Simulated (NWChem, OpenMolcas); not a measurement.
**Predicting a hybrid from its neighbours: AlGeNH4O**

AlGeNH4O: 8 atoms, total charge 0, spin state singlet. SMILES: `[NH2][GeH]1[O][AlH]1`. Geometry: relaxed at PBE0-D4/def2-TZVP. This is one conformer, not always the lowest.

The HOMO–LUMO gap y, in eV, basis 6-31G(d); a is the functional's share of exact exchange. Programs: NWChem 7.3.0, OpenMolcas 26.06.

| functional | program | a | y (eV) |
| --- | --- | --- | --- |
| BLYP | OpenMolcas | 0 | 3.13 |
| PBE | OpenMolcas | 0 | 3.14 |
| B3LYP | NWChem | 0.2 | ? |
| PBE0 | OpenMolcas | 0.25 | 4.98 |
| BHLYP | OpenMolcas | 0.5 | 6.72 |

Task: Fit y = c + s·a to the known rows and predict B3LYP.

Result: 
1. Means of the 4 rows: a = 0.1875, y = 4.492.
2. Σ(Δa)² = 0.17188, Σ(Δa·Δy) = 1.2356, so the slope is 1.2356/0.17188 = 7.1887.
3. Intercept: 4.492 − (7.1887) × 0.1875 = 3.144. The largest residual of the fit is 0.038.
4. B3LYP: 3.144 + (7.1887) × 0.2 = 4.58 eV.

The run gave 4.60 eV, so the prediction is off by -0.02 eV, within the largest residual. Exact exchange lowers occupied levels and raises empty ones.
